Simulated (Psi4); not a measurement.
C2H5I, charge +1, doublet, geometry from GFN2-xTB (a state made from the parent by changing its charge; the spin is typed, not shown lowest) (all electrons, no relativity); B97M-V/STO-3G run with Psi4.

Here is a job for Psi4.
```
memory 2 GB

molecule {
1 2
  C    -2.47872317   -0.30698683   -0.18935188
  C    -1.15697557   -0.96081758   -0.39560285
  I     0.61070332    0.21044122    0.09731135
  H    -2.64557368   -0.00101957    0.84919800
  H    -3.26426753   -1.00780463   -0.47616182
  H    -2.59703766    0.61002780   -0.77682678
  H    -1.04755767   -1.88176413    0.19730031
  H    -0.99864680   -1.26599750   -1.44128263
}

set basis sto-3g
set reference uks
set scf_type pk
set puream true
set d_convergence 1e-8
set dft_radial_points 99
set dft_spherical_points 590

energy('b97m-v')
print_variables()
```

Question: Predict the main parts of the log of this Psi4 run.

Answer: 
```
   => Loading Basis Set <=

    Name: STO-3G
    Role: ORBITAL
    Keyword: BASIS

         ---------------------------------------------------------
                                   SCF
               by Justin Turney, Rob Parrish, Andy Simmonett
                          and Daniel G. A. Smith
                              UKS Reference
         ---------------------------------------------------------

  ==> Geometry <==

    Molecular point group: cs
    Full point group: Cs

    Geometry (in Angstrom), charge = 1, multiplicity = 2:

       Center              X                  Y                   Z               Mass
    ------------   -----------------  -----------------  -----------------  -----------------
         C           -0.409780813275     2.628757345780     0.000000000000    12.000000000000
         C           -1.094375694664     1.306493877801     0.000000000000    12.000000000000
         I            0.175416424351    -0.461874923602     0.000000000000   126.904471900000
         H            0.241964890980     2.771395494618     0.868862937809     1.007825032230
         H           -1.166698083126     3.414608297685     0.000000000000     1.007825032230
         H            0.241964890980     2.771395494618    -0.868862937809     1.007825032230
         H           -1.747892492158     1.172568293124     0.875573364585     1.007825032230
         H           -1.747892492158     1.172568293124    -0.875573364585     1.007825032230

  Running in cs symmetry.

  Rotational constants: A =      1.05761  B =      0.09438  C =      0.08947 [cm^-1]
  Rotational constants: A =  31706.29432  B =   2829.38929  C =   2682.14767 [MHz]
  Nuclear repulsion =  212.409955956338678

  Charge       = 1
  Multiplicity = 2
  Electrons    = 69
  Nalpha       = 35
  Nbeta        = 34

  ==> Algorithm <==

  SCF Algorithm Type is PK.
  DIIS enabled.
  MOM disabled.
  Fractional occupation disabled.
  Guess Type is SAD.
  Energy threshold   = 1.00e-06
  Density threshold  = 1.00e-08
  Integral threshold = 1.00e-12

  ==> Primary Basis <==

  Basis Set: STO-3G
    Blend: STO-3G
    Number of shells: 22
    Number of basis functions: 42
    Number of Cartesian functions: 44
    Spherical Harmonics?: true
    Max angular momentum: 2

  ==> DFT Potential <==

   => LibXC <=

    Version 7.1.2
    S. Lehtola, C. Steigemann, M. J. T. Oliveira, and M. A. L. Marques,  SoftwareX 7, 1–5 (2018) (10.1016/j.softx.2017.11.002)

   => Composite Functional: B97M-V <=

[...]

   @Spin Contamination Metric:   1.193169373E-03
   @S^2 Expected:                7.500000000E-01
   @S^2 Observed:                7.511931694E-01
   @S   Expected:                5.000000000E-01
   @S   Observed:                5.000000000E-01

    Orbital Energies [Eh]
    ---------------------

    Alpha Occupied:

[...]
    Alpha Virtual:

[...]
      30Ap     0.267575

    Beta Occupied:

[...]
      25Ap    -0.445009

    Beta Virtual:

[...]
    Final Occupation by Irrep:
             Ap   App
    DOCC [    25,    9 ]
    SOCC [     0,    1 ]
    NA   [    25,   10 ]
    NB   [    25,    9 ]

  @UKS Final Energy: -6930.46396090972848

   => Energetics <=

    Nuclear Repulsion Energy =            212.4099559563386777
    One-Electron Energy =               -9944.9787642908904672
    Two-Electron Energy =                2990.5210314710016064
    DFT Exchange-Correlation Energy =    -188.7009167811951613
    Empirical Dispersion Energy =           0.0000000000000000
    VV10 Nonlocal Energy =                  0.2847327350160891
    Total Energy =                      -6930.4639609097284847

  UHF NO Occupations:
  HONO-2 :   24 Ap 1.9999950
  HONO-1 :   25 Ap 1.9994151
  HONO-0 :   10App 1.0000000
  LUNO+0 :   26 Ap 0.0005849
  LUNO+1 :   27 Ap 0.0000050
  LUNO+2 :   11App 0.0000047
  LUNO+3 :   28 Ap 0.0000016

Computation Completed

Properties will be evaluated at   0.000000,   0.000000,   0.000000 [a0]

Properties computed using the SCF density matrix

 Multipole Moments:

 ------------------------------------------------------------------------------------
     Multipole            Electronic (a.u.)      Nuclear  (a.u.)        Total (a.u.)
 ------------------------------------------------------------------------------------

 L = 1.  Multiply by 2.5417464519 to convert [e a0] to [Debye]
 Dipole X            :          6.7005337           -7.3820674           -0.6815337
 Dipole Y            :        -18.8452757           19.7186728            0.8733971
 Dipole Z            :          0.0000000            0.0000000            0.0000000
 Magnitude           :                                                    1.1078406

 ------------------------------------------------------------------------------------

  Variable Map:
  ----------------------------------------------------------------------------
[...]
  Array Variable Map:
  ----------------------------------------------------------------------------
[...]
[...]
```
